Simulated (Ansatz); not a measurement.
`NB[SiH2]N` and `NB[SiH2]Cl` differ in one atom or group.

Ansatz, PBE0-D4/def2-TZVP geometries, multiplicity 1. Each molecule was computed in one conformer, which needn't be the lowest.

| property | `NB[SiH2]N` |
| --- | --- |
| LUMO energy (ωB97M-V/def2-TZVPP) / eV | 1.25 |
| LUMO energy (B3LYP/def2-TZVPP) / eV | -0.78 |
| LUMO energy (PBE0/def2-TZVPP) / eV | -0.58 |
| HOMO energy (B3LYP/def2-TZVPP) / eV | -6.42 |
| zero-point energy (PBE0-D4/def2-TZVP) / kJ/mol | 218.5 |
| HOMO–LUMO gap (ωB97M-V/def2-TZVPP) / eV | 10.11 |

Task: What does the change do to each property? (Best estimate.)

Result: The calculation gave: 
| property | `NB[SiH2]Cl` | shift |
| --- | --- | --- |
| LUMO energy (ωB97M-V/def2-TZVPP) / eV | 0.90 | -0.35 |
| LUMO energy (B3LYP/def2-TZVPP) / eV | -1.21 | -0.43 |
| LUMO energy (PBE0/def2-TZVPP) / eV | -1.03 | -0.45 |
| HOMO energy (B3LYP/def2-TZVPP) / eV | -7.64 | -1.22 |
| zero-point energy (PBE0-D4/def2-TZVP) / kJ/mol | 155.8 | -62.7 |
| HOMO–LUMO gap (ωB97M-V/def2-TZVPP) / eV | 10.88 | 0.77 |

With PBE0 the HOMO falls by 1.21 eV and the LUMO falls by 0.45 eV, so the gap widens by about 0.76 eV. PBE moves the HOMO by -1.26 eV and ωB97M-V by -1.12 eV. The zero-point energy changes by -62.7 kJ/mol with -6 modes.

B3LYP here is the variant with VWN-RPA as its local correlation; programs differ in this.
